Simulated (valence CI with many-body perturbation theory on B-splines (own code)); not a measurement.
**Hg⁴⁰⁺: calculated level list**

Computed by valence CI with perturbative core correlation (CI+MBPT): four valence electrons over a frozen Dirac-Fock core [Kr], a basis of 7 s, 7 p, 8 d, 6 f, 4 g, 1 h functions for each j, with the one-electron correlation potential Σ1, the two-electron term Σ2, the three-electron term Σ3, Breit, model QED; selected CI, second order for the rest, scaled by the run's own slope (own B-spline code, finite nucleus).

The last digits are not significant, and no measured levels were compared; by estimate large intervals hold to a few tenths of a per cent, small ones and those within an open d or f shell to about a per cent. Only levels of the ground parity were solved; by the run's estimate the other parity begins above the list, which can be wrong where configurations are misplaced.

Levels 1 to 31 of 31, with energies above the lowest level, (4d3/2^4) J=0. "Leading %" is the weight of the configuration and term that name the level; weights of strongly mixed levels are sums over their largest components and can fall short, so below about 35 % the name and the second component can differ from the true leading terms, or belong to a minority configuration. In the jj column 3d3/2^4 stands for four electrons in 3d with j = 3/2. Lifetimes count E1, E2, E3, M1 and M2 decay at the calculated energies, and are blank where another channel may lead or the interval is too uncertain; long ones can be off by a factor of two.

```tsv
No.	Configuration	Term	J	E (cm⁻¹)	Leading %	Lifetime	Second component	Leading jj
1	4d4	3P	0	0	60		27 % 4d4 5D	4d3/2^4 (98 %)
2	4d4	5D	1	190560	58	5.76 μs	41 % 4d4 3P	4d3/2^3 4d5/2 (99 %)
3	4d4	3F	4	235460	28		24 % 4d4 3H	4d3/2^3 4d5/2 (98 %)
4	4d4	5D	2	241610	36	447 μs	18 % 4d4 3D	4d3/2^3 4d5/2 (93 %)
5	4d4	3F	3	253390	30	14.5 ms	20 % 4d4 3G	4d3/2^3 4d5/2 (95 %)
6	4d4	5D	0	412690	66	2.23 μs	22 % 4d4 1S	4d3/2^2 4d5/2^2 (98 %)
7	4d4	5D	2	415320	51	3.22 μs	16 % 4d4 3F	4d3/2^2 4d5/2^2 (95 %)
8	4d4	3H	4	424800	40	5.65 μs	36 % 4d4 5D	4d3/2^2 4d5/2^2 (98 %)
9	4d4	5D	3	429060	49	5.70 μs	32 % 4d4 3G	4d3/2^2 4d5/2^2 (94 %)
10	4d4	3H	5	445850	67	11.1 μs	33 % 4d4 3G	4d3/2^2 4d5/2^2 (100 %)
11	4d4	1I	6	458640	53	26.9 ms	47 % 4d4 3H	4d3/2^2 4d5/2^2 (99 %)
12	4d4	3D	1	458980	41	5.50 μs	41 % 4d4 3P	4d3/2^2 4d5/2^2 (96 %)
13	4d4	3F	3	471860	44	8.15 μs	24 % 4d4 3D	4d3/2^2 4d5/2^2 (98 %)
14	4d4	3G	4	475040	54	26.3 μs	39 % 4d4 1G	4d3/2^2 4d5/2^2 (98 %)
15	4d4	3F	2	479270	33	18.0 μs	30 % 4d4 3D	4d3/2^2 4d5/2^2 (97 %)
16	4d4	3F	2	522630	50	4.15 μs	29 % 4d4 3P	4d3/2^2 4d5/2^2 (97 %)
17	4d4	3F	4	538440	65		27 % 4d4 1G	4d3/2^2 4d5/2^2 (96 %)
18	4d4	1D	2	579430	42	58.3 μs	31 % 4d4 3P	4d3/2^2 4d5/2^2 (94 %)
19	4d4	3P	0	631370	57	9.82 μs	42 % 4d4 1S	4d3/2^2 4d5/2^2 (83 %)
20	4d4	5D	4	648820	37	2.54 μs	24 % 4d4 3H	4d3/2 4d5/2^3 (95 %)
21	4d4	3F	3	652110	42	2.26 μs	30 % 4d4 5D	4d3/2 4d5/2^3 (97 %)
22	4d4	3D	1	669230	50	1.79 μs	28 % 4d4 3P	4d3/2 4d5/2^3 (97 %)
23	4d4	3G	5	675130	67	4.59 μs	33 % 4d4 3H	4d3/2 4d5/2^3 (100 %)
24	4d4	3H	6	679420	53	5.40 μs	47 % 4d4 1I	4d3/2 4d5/2^3 (99 %)
25	4d4	3F	2	701580	46	2.79 μs	38 % 4d4 3P	4d3/2 4d5/2^3 (96 %)
26	4d4	3D	3	708870	36	3.77 μs	32 % 4d4 1F	4d3/2 4d5/2^3 (98 %)
27	4d4	1S	0	735040	76	4.99 μs	19 % 4d4 3P	4d3/2 4d5/2^3 (79 %)
28	4d4	3P	1	756820	89	3.11 μs	8 % 4d4 3D	4d3/2 4d5/2^3 (98 %)
29	4d4	3F	3	757740	64	4.50 μs	32 % 4d4 1F	4d3/2 4d5/2^3 (99 %)
30	4d4	1G	4	762880	65	3.77 μs	23 % 4d4 3F	4d3/2 4d5/2^3 (97 %)
31	4d4	1D	2	773790	61	4.28 μs	26 % 4d4 3P	4d3/2 4d5/2^3 (90 %)
```

The ionisation energy to 4d3 4F_3/2 of the next ion comes out as 1930 eV (NIST: 1928 ± 4 eV (theoretical)). All 31 levels together are meant to be complete up to 804730 cm⁻¹.
